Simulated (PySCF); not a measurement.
# Partial charges of `O=S(=O)(O)c1ccoc1`

Species: C4H4O4S.
Z-matrix (Å and degrees, GFN2-xTB geometry), rows numbered from 1:
```
O 
S   1  1.4227
O   2  1.4303  1  120.05
O   2  1.6160  1  108.75  3  -123.00
C   2  1.7572  1  108.95  3   128.55
C   5  1.4157  2  127.06  1  -158.99
C   6  1.3610  5  105.29  2  -179.23
O   7  1.3440  6  110.60  5     0.12
C   8  1.3342  7  107.57  6    -0.12
H   4  0.9586  2  109.04  1   131.96
H   6  1.0691  5  126.24  2     1.74
H   7  1.0717  6  132.11  5  -179.81
H   9  1.0709  5  131.07  2    -1.31
```

Density: PBE0/pcSseg-1 (PySCF); schemes: Mulliken, IAO, Hirshfeld and ESP-fitted. One conformer (not necessarily the lowest) at the GFN2-xTB geometry, without solvent, vibrations or thermal averaging.

Q: Do the Mulliken, IAO, Hirshfeld and ESP-fitted schemes agree on where the charge is lowest?

A: The schemes don't all agree: Mulliken C5 (-0.530); IAO O3 (-0.877); Hirshfeld O3 (-0.310); ESP-fitted O4 (-0.582).

Q: Which atoms carry the highest charge in the Mulliken, IAO, Hirshfeld and ESP-fitted schemes?

A: All schemes agree: Mulliken S2 (+1.356); IAO S2 (+2.195); Hirshfeld S2 (+0.557); ESP-fitted S2 (+1.088).

Q: At which atom do the 4 schemes differ most?

A: At S2: from +0.557 (Hirshfeld) to +2.195 e (IAO), 1.638 e apart.

Q: Give the atomic charges in each scheme.

A: In e:

```json
{"atom": "O1", "environment": "sulfonyl oxygen", "Mulliken": "-0.491", "IAO": "-0.854", "Hirshfeld": "-0.295", "ESP-fitted": "-0.485"}
{"atom": "S2", "environment": "sulfonyl sulfur", "Mulliken": "+1.356", "IAO": "+2.195", "Hirshfeld": "+0.557", "ESP-fitted": "+1.088"}
{"atom": "O3", "environment": "sulfonyl oxygen", "Mulliken": "-0.521", "IAO": "-0.877", "Hirshfeld": "-0.310", "ESP-fitted": "-0.512"}
{"atom": "O4", "environment": "hydroxyl oxygen", "Mulliken": "-0.451", "IAO": "-0.730", "Hirshfeld": "-0.215", "ESP-fitted": "-0.582"}
{"atom": "C5", "environment": "substituted aromatic carbon", "Mulliken": "-0.530", "IAO": "-0.327", "Hirshfeld": "-0.073", "ESP-fitted": "-0.085"}
{"atom": "C6", "environment": "aromatic CH carbon", "Mulliken": "-0.092", "IAO": "-0.209", "Hirshfeld": "-0.081", "ESP-fitted": "-0.373"}
{"atom": "C7", "environment": "aromatic CH next to a ring oxygen", "Mulliken": "+0.184", "IAO": "+0.011", "Hirshfeld": "+0.021", "ESP-fitted": "+0.065"}
{"atom": "O8", "environment": "furan-type oxygen", "Mulliken": "-0.338", "IAO": "-0.205", "Hirshfeld": "-0.042", "ESP-fitted": "-0.168"}
{"atom": "C9", "environment": "aromatic CH next to a ring oxygen", "Mulliken": "+0.288", "IAO": "+0.044", "Hirshfeld": "+0.034", "ESP-fitted": "+0.047"}
{"atom": "H10", "environment": "hydroxyl hydrogen", "Mulliken": "+0.262", "IAO": "+0.387", "Hirshfeld": "+0.187", "ESP-fitted": "+0.447"}
{"atom": "H11", "environment": "aromatic hydrogen", "Mulliken": "+0.090", "IAO": "+0.185", "Hirshfeld": "+0.066", "ESP-fitted": "+0.227"}
{"atom": "H12", "environment": "aromatic hydrogen", "Mulliken": "+0.121", "IAO": "+0.184", "Hirshfeld": "+0.073", "ESP-fitted": "+0.161"}
{"atom": "H13", "environment": "aromatic hydrogen", "Mulliken": "+0.121", "IAO": "+0.196", "Hirshfeld": "+0.078", "ESP-fitted": "+0.170"}
```

Mean size of the charges over all atoms: IAO 0.493 e, Mulliken 0.373 e, ESP-fitted 0.339 e, Hirshfeld 0.156 e. Each set sums to the total charge, 0, to within 0.001 e. The Hirshfeld scheme weights the molecular density at each point by an atom's share of the summed free-atom densities.

Q: Sum the charges by element, for elements with more than one atom.

A: 
```
element  atoms  Mulliken     IAO  Hirshfeld  ESP-fitted
      O      4    -1.801  -2.667     -0.862      -1.747
      C      4    -0.149  -0.481     -0.099      -0.346
      H      4    +0.594  +0.952     +0.404      +1.005
```

Q: How many electrons does the Hirshfeld scheme count on O4?

A: Z − q = 8 − (-0.215) = 8.215.
